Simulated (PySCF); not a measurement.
A structure optimised at PBE-D3(BJ)/def2-SVP, used in a PySCF frequency run:

```
Bi
C 1 2.3046
H 2 1.1064 1 109.69
H 2 1.1072 3 109.81 1 119.82
H 2 1.1072 3 109.81 4 120.36
C 1 2.3046 2 91.69 3 180.00
H 6 1.1064 1 109.69 2 180.00
H 6 1.1072 7 109.81 1 119.82
H 6 1.1072 7 109.81 8 120.36
```
Charge 0, spin multiplicity 2.

Q: Write its SMILES, formula and point group.

A: [CH3][Bi][CH3], C2H6Bi, C2v

Q: What are its rotational constants (standard atomic weights)?

A: 6.5213, 5.4513, 3.0888 GHz
